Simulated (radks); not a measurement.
All-electron atom: the gadolinium ion Gd6+ in [Kr] 4d10 4f6 5s2 5p4. Calculated with a radial shooting solver on a logarithmic mesh with Libxc functionals: Dirac Kohn-Sham, relativistic LDA (MacDonald-Vosko exchange, VWN5 correlation), spin-unpolarised, spherical densities, finite nucleus; open shells fill j = l - 1/2 first; Fermi nuclear charge, rms radius 5.1569 fm.

Radial electron density D(r) = 4 pi r^2 rho(r):

r (bohr),D(r) (e/bohr)
0.002346,15.74
0.003104,23.44
0.004074,33.51
0.005348,46.10
0.007075,60.78
0.009287,74.50
0.01219,84.34
0.01613,87.08
0.02117,82.59
0.02801,77.17
0.03677,81.30
0.04826,97.64
0.06386,112.2
0.08382,105.5
0.11,87.81
0.1456,89.54
0.1911,99.75
0.2508,77.75
0.3318,44.98
0.4356,45.49
0.5717,47.32
0.7564,28.90
0.9929,14.73
1.303,8.770
1.724,3.745
2.263,0.7864
2.971,0.06318
3.931,0.001327

D(r) has 4 maxima, at r = 0.0154, 0.0675, 0.188, 0.515 bohr, and minima at 0.0296, 0.124, 0.371 bohr, inside which lie 2.02, 11.19, 29.33 electrons.
